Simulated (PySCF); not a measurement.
Ti(OH)4 (H4O4Ti), SMILES [OH][Ti]([OH])([OH])[OH], multiplicity 1.

Geometry optimised at B3LYP-D3(BJ)/def2-SVP. The multiplicity is an assumed one; other spin states were not compared. The isomer is the one that the SMILES or the coordinates give; other isomers of the formula were not compared. Other conformers were not sampled.

Method: B3LYP-D3(BJ)/def2-SVP run with PySCF.

Frequencies are harmonic and unscaled.

Modes within 1.5 cm⁻¹ of each other (mostly degenerate sets) share a row, with their intensities summed.

Computed normal modes with their intensities:
| mode | ν (cm⁻¹) | IR (km/mol) | Raman (Å⁴/amu) | depolarisation | moving atoms (share of kinetic energy) |
|---|---|---|---|---|---|
| 1 | 158 | 0.0 | 0.2 | 0.54 | O 55 %, H 45 % |
| 2–3 | 173 | 28.3 | 11.2 | 0.75 | H 57 %, O 28 %, Ti 15 % |
| 4 | 182 | 18.1 | 6.9 | 0.75 | O 82 %, H 18 % |
| 5 | 229 | 52.6 | 4.7 | 0.75 | H 43 %, O 40 %, Ti 17 % |
| 6 | 234 | 0.0 | 5.2 | 0.74 | H 58 %, O 42 % |
| 7–8 | 260 | 306.9 | 1.1 | 0.75 | H 58 %, O 36 % |
| 9 | 308 | 160.9 | 4.9 | 0.75 | H 58 %, O 37 % |
| 10–11 | 469 | 286.1 | 3.1 | 0.75 | H 68 %, O 32 % |
| 12 | 483 | 0.0 | 0.3 | 0.22 | H 83 %, O 17 % |
| 13 | 492 | 258.3 | 3.2 | 0.75 | H 79 %, O 20 % |
| 14 | 722 | 0.0 | 27.0 | 0.00 | O 93 % |
| 15 | 780 | 211.7 | 4.0 | 0.75 | O 60 %, Ti 36 % |
| 16–17 | 801 | 481.6 | 5.5 | 0.75 | O 53 %, Ti 37 %, H 10 % |
| 18–20 | 3874 | 658.7 | 227.5 | 0.75 | H 94 % |
| 21 | 3882 | 0.0 | 265.8 | 0.09 | H 94 % |
